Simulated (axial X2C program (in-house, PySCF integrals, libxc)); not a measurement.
What spin–orbit coupling does to CuTe

Computed with an axial X2C code built on PySCF integrals. Spin-free means the one-electron spin-free X2C Hamiltonian; two-component (2c) means X2C with spin–orbit coupling and atomic mean-field two-electron Coulomb and Gaunt terms, so the difference of the two also holds small scalar two-electron terms. Basis: Te dyall-cv3z [11s12p8d4f1g], Cu dyall-cv3z [9s9p6d3f2g] (cores contracted in-house); Gaussian nuclei, density fitting, unrestricted open shells. Masses: Te 129.906 u, Cu 62.930 u.

Spin-free state: M_S = 1/2, Λ = 1 (beyond evenly filled blocks: π+α, π+β, π-α); fragments Te + Cu.

| level | Re (Å) | ωe (cm⁻¹) | De (eV) | μ (D) |
| --- | --- | --- | --- | --- |
| PBE0 | 2.353 | 254.3 | 2.405 | 3.41 |
| HF | 2.491 | 214.2 | n/a | 5.54 |
| MP2 | 2.332 | 263.1 | 2.329 | n/a |
| CCSD | 2.380 | 244.2 | 2.226 | n/a |
| CCSD(T) | 2.362 | 250.4 | n/a | n/a |
| M06 | 2.371 | 255.6 | 2.478 | 2.58 |

Correlated methods: 17 electrons correlated (number of frozen shells: Te 4 s, 3 p, 2 d; Cu 3 s, 2 p), 297 virtual spin orbitals or spinors in MP2, 110 natural virtuals in coupled cluster.

Dipoles are positive if Cu is the positive end.

Question: Within this multiplet, which Ω should lie lowest by the rule for regular and inverted multiplets?

Answer: The open π shell holds three electrons, one hole, so the multiplet is inverted: Ω = Λ + 1/2 = 3/2. The PBE0 2c search agrees.

Two-component determinant lowest at the distance of the search:

Ω = 3/2 (⟨Sz⟩ = 0.50, ⟨Lz⟩ = 1.00 at HF); fragments Te + Cu.

```json
{"level": "PBE0", "Re (Å)": "2.360", "ωe (cm⁻¹)": "250.9", "De (eV)": "2.374", "μ (D)": "3.29"}
{"level": "HF", "Re (Å)": "2.495", "ωe (cm⁻¹)": "212.6", "De (eV)": "n/a", "μ (D)": "5.47"}
{"level": "MP2", "Re (Å)": "2.337", "ωe (cm⁻¹)": "261.0", "De (eV)": "2.249", "μ (D)": "n/a"}
{"level": "CCSD", "Re (Å)": "2.385", "ωe (cm⁻¹)": "242.2", "De (eV)": "2.155", "μ (D)": "n/a"}
{"level": "CCSD(T)", "Re (Å)": "2.367", "ωe (cm⁻¹)": "248.1", "De (eV)": "n/a", "μ (D)": "n/a"}
{"level": "M06", "Re (Å)": "2.378", "ωe (cm⁻¹)": "252.0", "De (eV)": "2.350", "μ (D)": "2.44"}
```

Question: From the two tables, how do the constants change at the CCSD(T) level (2c against spin-free)?

Answer: At the CCSD(T) level Re goes up by 0.005 Å and ωe decreases by 2.3 cm⁻¹.

One determinant describes the state; a PBE0 search over occupations chose it and may have missed a lower one. Dissociation energies refer to the lowest single-determinant-based atoms at the same level and basis. De is not given where an atomic determinant may have missed its ground term or J level, or where the truncated virtual space spoils (T). Density functionals use the spin component along the axis (collinear). CCSD and (T) use frozen natural virtuals with an MP2 correction for the truncation; (T) itself is uncorrected, so its De runs slightly low. Without a current term, density functionals place determinants with orbital angular momentum somewhat too high. With the outer-core shells frozen, correlated bond lengths of heavy atoms tend to come out a few hundredths of an ångström too long.
